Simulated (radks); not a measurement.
Species: Ar10+. Configuration: [He] 2s2 2p4.

Calculated with a radial shooting solver on a logarithmic mesh with Libxc functionals: scalar-relativistic Kohn-Sham, r2SCAN, spin-polarised, spherical densities, finite nucleus; open shells are filled with parallel spins first; meta-GGA in the generalised Kohn-Sham scheme; Fermi nuclear charge, rms radius 3.4274 fm.

Energy parts (eV):
| part | energy |
|---|---|
| total | -12922.427 |
| kinetic | 13004.422 |
| electron-nucleus | -28273.214 |
| Hartree | 2965.259 |
| exchange-correlation | -618.894 |

Orbitals (lengths in bohr, moments of r in powers of bohr; r(max) is where P^2 peaks):
| orbital | occ. | eigenvalue (eV) | <r^4> | r(max) | <1/r> |
|---|---|---|---|---|---|
| 1s up | 1 | -3473.546 | 0.0002507 | 0.05606 | 17.71 |
| 1s down | 1 | -3465.981 | 0.0002477 | 0.05601 | 17.74 |
| 2s up | 1 | -585.8231 | 0.05455 | 0.3269 | 3.793 |
| 2s down | 1 | -573.0647 | 0.05676 | 0.3289 | 3.745 |
| 2p up | 3 | -525.0955 | 0.04225 | 0.2670 | 3.695 |
| 2p down | 1 | -509.2395 | 0.04495 | 0.2699 | 3.655 |
| 3s up | 0 | -202.9595 | 2.027 | 0.9457 | 1.429 |
| 3s down | 0 | -198.7008 | 2.167 | 0.9622 | 1.403 |
| 3p up | 0 | -185.8289 | 2.118 | 0.9338 | 1.377 |
| 3p down | 0 | -181.2792 | 2.306 | 0.9560 | 1.351 |

The highest occupied level is 2p down at -509.24 eV. Summed over all electrons, <r^2> = 0.9684 bohr^2, which gives a Langevin (diamagnetic) susceptibility term of -0.767 x 10^-6 cm^3/mol. The spin density at the nucleus is -0.893 e/bohr^3 (1s -6.549, 2s 5.656). Spin moment in Bohr magnetons: 2. The density falls to 0.001 e/bohr^3 at r = 1.21 bohr.
